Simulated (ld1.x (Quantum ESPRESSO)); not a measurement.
I (Z = 53): excitation energies, all-electron against TM

ld1.x (Quantum ESPRESSO) 7.5 input, shortened:

```
&input
   title='I', zed=53., rel=2, dft='PZ', iswitch=3,
   config='[Kr] 4d10 5s2 5p4.75', rel_dist='average'
 /
 &inputp
   pseudotype=2, tm=.true., lloc=2,
   nlcc=.false.
 /
3
4S  1  0   2.00   0.00  0.95  0.95  0.0
4P  2  1   6.00   0.00  1.10  1.10  0.0
4D  3  2  10.00   0.00  0.90  0.90  0.0
 &test
   configts(1)='4s2 4p6 4d10 5s2 5p4.75'
 /
```

Open shells are filled in proportion to 2j + 1 (rel_dist='average').

Occupied shells without a wave of their own: 5p, 5s. They enter only through the test configuration that unscreens the potential.

Energies are relative to the spin-unpolarised reference configuration 4s2 4p6 4d10 5s2 5p4.75; without spin polarisation the order of configurations can differ from experiment. The d channel is local and has no spin–orbit splitting in the pseudo-atom. The frozen-core shift is the all-electron ΔE with the core orbitals held at their reference shape minus the fully relaxed ΔE.

Question: Give the all-electron excitation energy and the error of the potential for: 4s2 4p6 4d10 5s2 5p5; 4s2 4p6 4d10 5s2 5p4; 4s2 4p6 4d10 5s2 5p3; 4s2 4p6 4d10 5s1 5p5; 4s2 4p6 4d9 5s2 5p6; 4s2 4p5 4d10 5s2 5p5; 4s2 4p6 4d10 5s2 5p5.3.

Answer:

```csv
valence configuration,charge,ΔE all-electron (eV),error AE − PS (meV),frozen-core shift (meV)
4s2 4p6 4d10 5s2 5p5,0,-2.063,+56,0.0
4s2 4p6 4d10 5s2 5p4,+1,9.270,-212,+0.1
4s2 4p6 4d10 5s2 5p3,+2,29.365,-600,0.0
4s2 4p6 4d10 5s1 5p5,+1,20.290,-939,+0.1
4s2 4p6 4d9 5s2 5p6,0,43.631,+463,+3.5
4s2 4p5 4d10 5s2 5p5,+1,134.396,+202,+6.7
4s2 4p6 4d10 5s2 5p5.3,-0.3,-3.901,+114,+0.1
```

Levels in the configuration 4s2 4p5 4d10 5s2 5p5:

| level | all-electron (eV) | pseudo (eV) |
| --- | --- | --- |
| 4s j=1/2 | -198.609 | -198.311 |
| 4p j=1/2 | -153.238 | -152.958 |
| 4p j=3/2 | -141.958 | -141.689 |
| 4d j=3/2 | -68.508 | -67.161 |
| 4d j=5/2 | -66.693 | -67.161 |
| 5s j=1/2 | -28.721 | -29.905 |
| 5p j=1/2 | -17.911 | -18.248 |
| 5p j=3/2 | -16.575 | -16.919 |

The 5p, 5s levels have no wave, so the channel is fitted at the deeper level alone: the likely source of the large errors.

A Bessel basis up to 400 Ry misses an occupied level by 0.03 Ry, so cutoffs and ghosts were not judged. The potential misses its own reference levels by up to 1.0 eV, so it is not fit for use.
